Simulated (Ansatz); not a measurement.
Geometry optimisation, RHF/def2-SVP in Ansatz.

input.yaml

```yaml
crystal:
  periodic: [false, false, false]
  atoms:
    - { symbol: Ge, position_ang: [0.0, 0.0, 0.0] }
    - { symbol: H, position_ang: [0.0, 0.0, 1.55] }
    - { symbol: C, position_ang: [1.8483, 0.0, -0.6527] }
    - { symbol: H, position_ang: [2.196, -1.0463, -0.7809] }
    - { symbol: H, position_ang: [1.8968, 0.5276, -1.6281] }
    - { symbol: H, position_ang: [2.5002, 0.5187, 0.0808] }
    - { symbol: F, position_ang: [-0.7913, 1.3709, -0.5594] }
    - { symbol: F, position_ang: [-0.7913, -1.3709, -0.5594] }
basis:
  gaussian: { orbitals: def2-SVP }
hamiltonian:
  xc: hf
relax:
  f_tol: 0.02
  max_steps: 40
```

Run as:

```bash
$ ansatz run input.yaml --threads 1 --pin off --max-ram 2048MiB --backend cpu --events-out ev --progress --plain --runs-dir out
```

Question: Where does it end, and by what steps?

Answer: The forces met the threshold. The force dipped under the threshold on the way, but the program's further checks kept it going. After 11 steps the energy has fallen by 0.174 eV; H6 moved furthest, 0.38 Å.

```json
{"step": "0", "energy less start (eV)": "0.0000", "largest force component (eV/Å)": "2.637", "accepted": "yes"}
{"step": "1", "energy less start (eV)": "-0.1303", "largest force component (eV/Å)": "0.748", "accepted": "yes"}
{"step": "2", "energy less start (eV)": "-0.1632", "largest force component (eV/Å)": "0.141", "accepted": "yes"}
{"step": "3", "energy less start (eV)": "-0.1652", "largest force component (eV/Å)": "0.042", "accepted": "yes"}
{"step": "4", "energy less start (eV)": "-0.1679", "largest force component (eV/Å)": "0.075", "accepted": "yes"}
{"step": "5", "energy less start (eV)": "-0.1625", "largest force component (eV/Å)": "0.431", "accepted": "no"}
{"step": "6", "energy less start (eV)": "-0.1691", "largest force component (eV/Å)": "0.190", "accepted": "yes"}
{"step": "7", "energy less start (eV)": "-0.1724", "largest force component (eV/Å)": "0.015", "accepted": "yes"}
{"step": "8", "energy less start (eV)": "-0.1728", "largest force component (eV/Å)": "0.096", "accepted": "yes"}
{"step": "9", "energy less start (eV)": "-0.1733", "largest force component (eV/Å)": "0.038", "accepted": "yes"}
{"step": "10", "energy less start (eV)": "-0.1735", "largest force component (eV/Å)": "0.003", "accepted": "yes"}
{"step": "11", "energy less start (eV)": "-0.1736", "largest force component (eV/Å)": "0.002", "accepted": "yes"}
```

```xyz
8
Properties=species:S:1:pos:R:3
Ge 0.071 -0.012 0.061
H -0.130 -0.223 1.551
C 1.859 -0.007 -0.656
H 2.341 -0.969 -0.479
H 1.820 0.175 -1.730
H 2.454 0.778 -0.187
F -0.702 1.464 -0.356
F -0.854 -1.208 -0.754
```

Time of the run: 31 s on 1 thread of Arm Neoverse V1, on a shared host, peak memory 0.19 GiB.
